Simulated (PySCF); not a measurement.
CuCl⁺: one state, many levels of theory

State: ²Π (doublet), unpaired electrons π ↑. Set-up: PySCF, no relativity, basis sets Cu def2-TZVPPD, Cl def2-TZVPPD. De refers to Cu⁺ (3d10) + Cl in their high-spin ground configurations, without counterpoise correction. The functionals are run spin-unrestricted. A positive dipole points towards Cl; it is taken about the centre of mass and depends on that origin. Levels whose curve was spin-contaminated or gave no clean fit are not listed.

```
      Level  Re (Å)  ωe (cm⁻¹)  De (eV)  μ (D)  CPU s a point (SCF and correlation, without the integrals)
    UHF-MP2   2.173        244      n/a    n/a                                                          11
UHF-SCS-MP2   2.241        227      n/a    n/a                                                         n/a
        LDA   2.031        419     2.56  -2.50                                                         2.8
        PBE   2.084        380     2.01  -2.72                                                         4.1
     revPBE   2.102        366     1.79  -2.81                                                         3.1
     r²SCAN   2.066        394     1.98  -3.00                                                         3.8
      B3LYP   2.106        352     1.46  -2.71                                                           5
       PBE0   2.085        361     1.44  -2.82                                                         5.7
        M06   2.086        364     1.48  -2.45                                                           6
    LC-ωPBE   2.080        343     1.28  -2.49                                                         5.1
```

Problem. What does a quarter of exact exchange do here, going from PBE to PBE0?

Solution. PBE0 less PBE: +0.1 pm in Re, -5.0 % in ωe, -0.57 eV in De. Exact exchange removes part of the self-interaction that spreads semilocal densities, and in most molecules shortens and stiffens the bond and lowers De; here ωe goes the other way.

Problem. What does the step from GGA to meta-GGA do here, going from PBE to r²SCAN?

Solution. r²SCAN less PBE: -1.8 pm in Re, +3.7 % in ωe, -0.03 eV in De. 

Correlated steps freeze 10 core orbitals. For an ion De counts to the pair picked by the measured ionisation energies or electron affinities, which need not be the lowest pair at this level. Counting both spins, an empty level lies below a filled one in some of these solutions, because spin and occupation are held. With d or f electrons several states lie close, and the lowest PBE0 determinant need not be the measured ground state.

The whole job (state search and all levels along the bond) took about 6.6 min on 2 threads of Arm Neoverse V2 (shared host), peak memory 6.1 GiB.
